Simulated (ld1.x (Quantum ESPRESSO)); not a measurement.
# PBE TM dataset for B (Z = 5), scalar-relativistic all-electron reference.

The input file (ld1.x (Quantum ESPRESSO) 7.5):

```
&input
   title='B', zed=5., rel=1, dft='PBE', iswitch=3,
   config='[He] 2s2 2p0.5 3d-2',
   nld=3, rlderiv=2.95, eminld=-3.0, emaxld=5.0, deld=0.02
 /
 &inputp
   pseudotype=2, tm=.true., lloc=1,
   nlcc=.true., rcore=0.70,
   file_pseudopw='B.UPF', file_wfcaegen='ae.wfc', file_wfcncgen='nc.wfc', file_beta='beta', file_chi='chi'
 /
3
2S  1  0   2.00   0.00  0.95  0.95  0.0
3D  3  2  -2.00   0.20  2.20  2.20  0.0
2P  2  1   0.50   0.00  2.70  2.70  0.0
 &test
   configts(1)='2s2 2p0.5'
 /
```

Command:

```bash
ld1.x < B.in > B.out
```

Output (shortened: banner, matrices, multipoles, cross overlaps and the repeated all-electron block are left out):

```
Program LD1 v.7.5
     --------------------------- All-electron run ----------------------------

     B
     scalar relativistic calculation

     atomic number is  5.00
     dft =PBE   lsd =0 sic =0 latt =0  beta=0.20 tr2=1.0E-14
     Exchange-correlation= PBE
                           (   1   4   3   4   0   0   0)
     mesh =1059 r(mesh) = 101.04461 a.u. xmin = -7.00 dx = 0.01250
     1 Ry =  13.60569312 eV, c = 137.03599908

     n l     nl                  e(Ry)          e(Ha)          e(eV)
     1 0     1S 1( 2.00)       -13.7026        -6.8513      -186.4329
     2 0     2S 1( 2.00)        -1.0385        -0.5193       -14.1297
     2 1     2P 1( 0.50)        -0.5944        -0.2972        -8.0875

     final scf error:  2.7E-15 reached in  21 iterations

     Etot =     -48.994466 Ry,     -24.497233 Ha,    -666.603665 eV

     Ekin =      48.843415 Ry,      24.421708 Ha,     664.548521 eV
     Encl =    -111.737255 Ry,     -55.868628 Ha,   -1520.262804 eV
     Eh   =      21.263997 Ry,      10.631998 Ha,     289.311412 eV
     Exc  =      -7.364623 Ry,      -3.682311 Ha,    -100.200794 eV

     normalization and overlap integrals

     s(1S/1S) =  1.000000  <r> =   0.3293  <r2> =    0.1473  r(max) =   0.2103
     s(2S/2S) =  1.000000  <r> =   1.8643  <r2> =    4.1520  r(max) =   1.4778
     s(2P/2P) =  1.000000  <r> =   2.0302  <r2> =    5.1969  r(max) =   1.4778

     ------------------------ End of All-electron run ------------------------

     --------------------- Generating NC pseudopotential ---------------------

      Generating local pot.: lloc=1, matching radius rcloc =   2.7000

      Computing core charge for nlcc:

       r > 0.71 : true rho core
       r < 0.71 : rho core = a sin(br)/r    a=   1.86  b=   3.75

      Integrated core pseudo-charge :   0.47

      Wfc   2S  rcut= 0.942  Using Troullier-Martins method

      Wfc   3D  rcut= 2.205  Using Troullier-Martins method

     ------------------- End of pseudopotential generation -------------------

     Computing logarithmic derivative in   2.95746
     Computing logarithmic derivative in   2.95746
     Computing the partial wave expansion
     R is outside the sphere for l=    0 j= 0.00
       no projector for channel:   1
     R is outside the sphere for l=    2 j= 0.00

     ---------------------- Testing the pseudopotential ----------------------

     B
     scalar relativistic calculation

     atomic number is  5.00   valence charge is  3.00
     dft =PBE   lsd =0 sic =0 latt =0  beta=0.20 tr2=1.0E-14
     mesh =1059 r(mesh) = 101.04461 xmin = -7.00 dx = 0.01250

     n l     nl             e AE (Ry)        e PS (Ry)    De AE-PS (Ry)
     1 0     2S   1( 2.00)       -1.03851       -1.03851       -0.00001
     2 1     2P   1( 0.50)       -0.59442       -0.59442        0.00000

     eps = 8.5E-15  iter = 21

     Etot =     -48.994466 Ry,     -24.497233 Ha,    -666.603665 eV
     Etotps =    -5.505937 Ry,      -2.752968 Ha,     -74.912088 eV

     Ekin =       2.030050 Ry,       1.015025 Ha,      27.620238 eV
     Encl =      -9.773516 Ry,      -4.886758 Ha,    -132.975466 eV
     Ehrt =       2.981928 Ry,       1.490964 Ha,      40.571199 eV
     Ecxc =      -1.956094 Ry,      -0.978047 Ha,     -26.614021 eV
     (Ecc =      -0.511349 Ry,      -0.255675 Ha,      -6.957264 eV)
     Epseu=       1.211696 Ry,       0.605848 Ha,      16.485962 eV

     ---------------------- End of pseudopotential test ----------------------
```

Generation and configuration tests took about 1.8 s on one core of a shared server CPU.

Transferability test of the new file with ld1.x, input:

```
&input
   title='B', zed=5., rel=1, dft='PBE', iswitch=2,
   config='[He] 2s2 2p0.5 3d-2'
 /
 &test
   file_pseudo='B.UPF', nconf=8,
   configts(1)='2s2 2p0.5',
   configts(2)='2s2 2p1',
   configts(3)='2s2 2p0',
   configts(4)='2s1 2p0',
   configts(5)='2s2 2p1.3',
   configts(6)='2s1 2p2',
   configts(7)='2s1 2p1',
   configts(8)='2s0 2p3'
 /
```

```bash
ld1.x < B.test.in > B.test.out
```

Pseudopotential blocks of its output, shortened (energy terms left out):

```
     ---------------------- Testing the pseudopotential ----------------------

     n l     nl             e AE (Ry)        e PS (Ry)    De AE-PS (Ry)
     1 0     2S   1( 2.00)       -1.03851       -1.03851       -0.00001
     2 1     2P   1( 0.50)       -0.59442       -0.59442        0.00000

     eps = 8.5E-15  iter = 21

     Etot =     -48.994466 Ry,     -24.497233 Ha,    -666.603665 eV
     Etotps =    -5.505937 Ry,      -2.752968 Ha,     -74.912088 eV

     ---------------------- End of pseudopotential test ----------------------

          ---------------------- Testing the pseudopotential ----------------------

     n l     nl             e AE (Ry)        e PS (Ry)    De AE-PS (Ry)
     1 0     2S   1( 2.00)       -0.69405       -0.69331       -0.00075
     2 1     2P   1( 1.00)       -0.26511       -0.26559        0.00049

     eps = 5.8E-15  iter = 12

     Etot =     -49.206684 Ry,     -24.603342 Ha,    -669.491038 eV
     Etotps =    -5.718457 Ry,      -2.859229 Ha,     -77.803575 eV
     dEtot_ae =      -0.212218 Ry
     dEtot_ps =      -0.212520 Ry,   Delta E=       0.000302 Ry

     ---------------------- End of pseudopotential test ----------------------

          ---------------------- Testing the pseudopotential ----------------------

     n l     nl             e AE (Ry)        e PS (Ry)    De AE-PS (Ry)
     1 0     2S   1( 2.00)       -1.43403       -1.43024       -0.00379
     2 1     2P   1( 0.00)       -0.98227       -0.97472       -0.00755  !

     eps = 8.1E-15  iter =  8

     Etot =     -48.602552 Ry,     -24.301276 Ha,    -661.271411 eV
     Etotps =    -5.115485 Ry,      -2.557742 Ha,     -69.599717 eV
     dEtot_ae =       0.391914 Ry
     dEtot_ps =       0.390452 Ry,   Delta E=       0.001461 Ry

     ---------------------- End of pseudopotential test ----------------------

          ---------------------- Testing the pseudopotential ----------------------

     n l     nl             e AE (Ry)        e PS (Ry)    De AE-PS (Ry)
     1 0     2S   1( 1.00)       -2.31339       -2.30351       -0.00988  !
     2 1     2P   1( 0.00)       -1.87356       -1.83841       -0.03514  !

     eps = 3.6E-17  iter =  7

     Etot =     -46.734041 Ry,     -23.367020 Ha,    -635.849013 eV
     Etotps =    -3.253317 Ry,      -1.626658 Ha,     -44.263627 eV
     dEtot_ae =       2.260425 Ry
     dEtot_ps =       2.252620 Ry,   Delta E=       0.007805 Ry

     ---------------------- End of pseudopotential test ----------------------

          ---------------------- Testing the pseudopotential ----------------------

     n l     nl             e AE (Ry)        e PS (Ry)    De AE-PS (Ry)
     1 0     2S   1( 2.00)       -0.51890       -0.51718       -0.00172
     2 1     2P   1( 1.30)       -0.10161       -0.10126       -0.00034

     eps = 1.6E-15  iter = 16

     Etot =     -49.260950 Ry,     -24.630475 Ha,    -670.229365 eV
     Etotps =    -5.772749 Ry,      -2.886374 Ha,     -78.542250 eV
     dEtot_ae =      -0.266484 Ry
     dEtot_ps =      -0.266812 Ry,   Delta E=       0.000328 Ry

     ---------------------- End of pseudopotential test ----------------------

          ---------------------- Testing the pseudopotential ----------------------

     n l     nl             e AE (Ry)        e PS (Ry)    De AE-PS (Ry)
     1 0     2S   1( 1.00)       -0.72916       -0.73055        0.00138
     2 1     2P   1( 2.00)       -0.29827       -0.29978        0.00151

     eps = 2.0E-16  iter = 14

     Etot =     -48.776654 Ry,     -24.388327 Ha,    -663.640180 eV
     Etotps =    -5.289122 Ry,      -2.644561 Ha,     -71.962178 eV
     dEtot_ae =       0.217812 Ry
     dEtot_ps =       0.216814 Ry,   Delta E=       0.000998 Ry

     ---------------------- End of pseudopotential test ----------------------

          ---------------------- Testing the pseudopotential ----------------------

     n l     nl             e AE (Ry)        e PS (Ry)    De AE-PS (Ry)
     1 0     2S   1( 1.00)       -1.43999       -1.44745        0.00747  !
     2 1     2P   1( 1.00)       -0.98910       -0.99215        0.00305

     eps = 5.1E-15  iter = 10

     Etot =     -48.151191 Ry,     -24.075596 Ha,    -655.130332 eV
     Etotps =    -4.660065 Ry,      -2.330033 Ha,     -63.403418 eV
     dEtot_ae =       0.843274 Ry
     dEtot_ps =       0.845872 Ry,   Delta E=      -0.002597 Ry

     ---------------------- End of pseudopotential test ----------------------

          ---------------------- Testing the pseudopotential ----------------------

     n l     nl             e AE (Ry)        e PS (Ry)    De AE-PS (Ry)
     1 0     2S   1( 0.00)       -0.75829       -0.76197        0.00369
     2 1     2P   1( 3.00)       -0.32646       -0.32906        0.00260

     eps = 1.5E-15  iter = 12

     Etot =     -48.345216 Ry,     -24.172608 Ha,    -657.770177 eV
     Etotps =    -4.857217 Ry,      -2.428608 Ha,     -66.085802 eV
     dEtot_ae =       0.649249 Ry
     dEtot_ps =       0.648720 Ry,   Delta E=       0.000529 Ry

     ---------------------- End of pseudopotential test ----------------------
```
